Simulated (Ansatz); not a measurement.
Ansatz (a first-principles code) input:

Ansatz 0.2 input:
```yaml
crystal:
  periodic: [false, false, false]
  atoms:
    - {symbol: W, position_ang: [0.01326396, -0.13064385, 0.04082103]}
    - {symbol: O, position_ang: [0.79512222, -0.69108756, -1.72256341]}
    - {symbol: H, position_ang: [0.59169408, -0.36540736, -2.60396242]}
    - {symbol: O, position_ang: [-0.69319169, 0.40120166, 1.89016656]}
    - {symbol: H, position_ang: [-0.92529271, 1.30485133, 2.11976253]}
    - {symbol: O, position_ang: [0.46195912, 1.57554180, -0.27106163]}
    - {symbol: H, position_ang: [0.75822730, 2.47304201, -0.46945656]}
    - {symbol: O, position_ang: [-0.44538214, -1.80246960, 0.41053104]}
    - {symbol: H, position_ang: [-0.68678800, -2.69769404, 0.67722034]}
basis:
  gaussian:
    orbitals: def2-TZVP
hamiltonian:
  xc: b3lyp
  dispersion: d3bj
magnetization: {spin_polarized: true, initial_magnetization: 2}
relax: {f_tol: 0.002, max_steps: 150}
```

Q: Predict the final energy.

A: -370.69049 Eh (B3LYP-D3(BJ)/def2-TZVP). The basis has 188 functions.

The spin state was set by rule; other spins were not relaxed.
